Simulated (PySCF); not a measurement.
Assigning NMR signals

Numbering as in the mapped SMILES `[CH3:1][O:2][C@@H:3]1[C@H:4]([Cl:5])[C@@H:6]1[O:7][SiH2:8][OH:9]`; H(Xn) means a hydrogen on atom n. Ha(Si8) is pro-R; Hb(Si8) is pro-S.

Non-relativistic, fast rotation and ring inversion assumed for equivalent nuclei, one conformer, no solvent. Shieldings: GIAO PBE0/pcSseg-1; geometry from GFN2-xTB; PySCF 2.14.

Shifts are taken against calculated references (same method and geometry level): TMS for ¹³C and ¹H.

Task: Assign these signals to the numbered atoms. ¹³C{¹H} NMR (computed): δ 60.4, 59.4, 54.0, 41.1.

Result: 
60.4 → C1, methyl carbon bonded to O: deshielded by the electronegative neighbour
59.4 → C3, three-membered-ring carbon: the inductive effect lowers its shielding
54.0 → C6, three-membered-ring carbon
41.1 → C4, three-membered-ring carbon

C1 and C3 lie closer than the usual error of such a calculation, so a measured spectrum could show them in the other order.

Task: Assign these signals to the numbered atoms. ¹H NMR (600 MHz, computed): δ 4.96 (d, 1H), 4.80 (d, 1H), 3.78 (s, 3H), 3.57 (m, 1H), 3.33 (br s, 1H), 2.86 (m, 1H), 2.71 (m, 1H).

Result: 
4.96 → Hb(Si8), hydrogen on a silicon bonded to 2 O
4.80 → Ha(Si8), hydrogen on a silicon bonded to 2 O
3.78 → H(C1), hydrogen on a methyl carbon bonded to O: its carbon carries O, which withdraws density
3.57 → H(C6), hydrogen on a three-membered-ring carbon: its carbon carries O, which withdraws density
3.33 → H(O9), hydrogen on an oxygen bonded to Si: exchangeable, gas-phase position
2.86 → H(C4), hydrogen on a three-membered-ring carbon: its carbon carries Cl, which withdraws density
2.71 → H(C3), hydrogen on a three-membered-ring carbon

OH/NH shifts are gas-phase values; hydrogen bonding in solution moves them, usually downfield. Carbons that carry Cl, above all several Cl atoms, come out too deshielded, partly because spin–orbit coupling is missing. Shifts are as computed. Against solution values, carbons near 30 ppm lie about +3 ppm off and those near 130 ppm about +5 ppm; carbons on Cl a further +6 ppm. Of 1211 compounds with measured shifts, 218 miss one by over three times the rms of a fit or turn the order of signals round; such compounds aren't used in these exercises. Multiplicities follow the n + 1 count of equivalent neighbours, as no J values were calculated; m marks all less simple cases, F and P coupling included.
